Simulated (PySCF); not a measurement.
stibine (H3Sb), SMILES [SbH3]. Atoms are numbered in the order given.

```xyz
4

Sb     0.0000     0.0000     0.0534
H      1.2221     0.7056    -0.9082
H      0.0000    -1.4111    -0.9082
H     -1.2221     0.7056    -0.9082
```
Charge 0, spin multiplicity 1.

Geometry optimised at PBE0-D3(BJ)/def2-TZVPD. The def2 effective core potentials stand for the cores of Sb; spin–orbit coupling is left out.

The numbers are results of TDDFT-M06-2X/def2-TZVPD run with PySCF, not measurements.

Vertical excitations; the highest root listed may be one member of a degenerate set. Isolated molecule, no solvent. State labels are in the subgroup Cs.

**Question.** Estimate the UV-visible absorptions. (An estimate is asked for; the answer gives what the named calculation found.)

**Answer.** 
```csv
state,symmetry,energy (eV),λ (nm),f,main pairs
S1,A',6.14,202,0.090,HOMO→LUMO+1 (degenerate set)
S2,A",6.14,202,0.090,HOMO→LUMO+2 (degenerate set)
S3,A',6.43,193,0.148,HOMO→LUMO 96 %
S4,A",7.82,159,0.000,"HOMO−1→LUMO+2 49 %, HOMO−2→LUMO+1 49 %"
S5,A',8.11,153,0.002,"HOMO→LUMO+3, HOMO−1→LUMO+1, HOMO−2→LUMO+2 (degenerate set)"
S6,A",8.11,153,0.002,"HOMO→LUMO+4, HOMO−1→LUMO+2, HOMO−2→LUMO+1 (degenerate set)"
S7,A',8.28,150,0.032,"HOMO→LUMO+5 69 %, HOMO−2→LUMO+2 14 %, HOMO−1→LUMO+1 13 %"
S8,A',8.31,149,0.000,"HOMO−1→LUMO, HOMO−1→LUMO+1, HOMO−2→LUMO+2, HOMO→LUMO+3 (degenerate set)"
S9,A",8.31,149,0.000,"HOMO−2→LUMO, HOMO−2→LUMO+1, HOMO−1→LUMO+2, HOMO→LUMO+4 (degenerate set)"
S10,A",8.66,143,0.520,"HOMO−2→LUMO 33 %, HOMO→LUMO+4 17 %, HOMO−2→LUMO+1 16 %, HOMO−1→LUMO+2 16 %"
T1,A',4.93,252,0,HOMO→LUMO+1 (degenerate set)
T2,A",4.93,252,0,HOMO→LUMO+2 (degenerate set)
T3,A',6.20,200,0,HOMO→LUMO 73 %
T4,A',6.57,189,0,"HOMO−1→LUMO+1 36 %, HOMO−2→LUMO+2 36 %, HOMO→LUMO 20 %"
```
Triplets are in the Tamm–Dancoff approximation, which puts them higher than full response would, so one can lie above its singlet here.
